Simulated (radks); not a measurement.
The chlorine ion Cl+ is in [Ne] 3s2 3p4. All-electron calculation, scalar-relativistic Kohn-Sham, PBE, spin-polarised, spherical densities, finite nucleus; Fermi nuclear charge, rms radius of each element as measured or else 0.836 A^(1/3) + 0.57 fm. Program: a radial shooting solver on a logarithmic mesh with Libxc functionals. Open shells are filled with parallel spins first. One electron is removed from 2s, 3p, 3s, 2p in turn, with full relaxation. Which removal costs least, and what does each cost?

Answer. 3p 23.628 eV; 3s 36.759 eV; 2p 222.97 eV; 2s 282.19 eV. The 3p electron leaves first.
